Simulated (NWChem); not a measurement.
System: C4H7Cl; SMILES CC(C)=CCl

Not confirmed as a minimum by frequencies.

Task: Give the equilibrium geometry at PBE0/def2-SVP (NWChem) as an XYZ file, with the point group.

Result: point group Cs; any orientation.
```
12

C     -0.7496    -2.1584     0.0000
C     -0.0288    -0.8427     0.0000
C      1.4654    -0.8951     0.0000
C     -0.7377     0.2935     0.0000
Cl    -0.0529     1.8840     0.0000
H     -1.8418    -2.0354     0.0000
H     -0.4713    -2.7557     0.8848
H     -0.4713    -2.7557    -0.8848
H      1.9110     0.1076     0.0000
H      1.8324    -1.4423    -0.8845
H      1.8324    -1.4423     0.8845
H     -1.8299     0.3041     0.0000
```
